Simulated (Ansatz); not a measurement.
C$_{2}$H$_{4}$AlBS, SMILES `BS[C]1=[CH][AlH]1`. Total charge 0; spin multiplicity 1. Geometry: relaxed with PBE0-D4/def2-TZVP. It is one conformer, not always the lowest.

```xyz
9

B     1.592   -1.470   -0.585
S    -0.160   -1.377   -0.749
C    -0.598    0.140    0.001
C    -1.848    0.678    0.133
Al   -0.557    1.781    0.878
H     2.196   -0.594   -0.049
H     2.111   -2.443   -1.038
H    -2.797    0.265   -0.203
H     0.061    3.021    1.612
```

Q: What is the dipole moment at r2SCAN/def2-TZVPP? (Estimate.)

A: The calculation gave: 2.21 D, with components (-0.25, 1.95, 1.00) D in this frame, pointing from negative to positive charge.

Q: And with PBE, B3LYP, ωB97M-V? (Estimate.)

A: The calculation gave: PBE 2.13 D, B3LYP 2.24 D, ωB97M-V 2.30 D.

Q: Give the Mulliken charges with r2SCAN, ωB97M-V, PBE in def2-TZVPP. (Best estimate.)

A: Computed: 
```csv
atom,r2SCAN,ωB97M-V,PBE
B1,-0.04,-0.18,-0.07
S2,-0.06,-0.01,-0.05
C3,-0.07,-0.09,-0.02
C4,-0.27,-0.28,-0.20
Al5,0.45,0.35,0.25
H6,0.00,0.06,0.01
H7,0.01,0.08,0.03
H8,0.06,0.11,0.09
H9,-0.08,-0.04,-0.04
```

B3LYP here is the variant with VWN-RPA as its local correlation; programs differ in this.
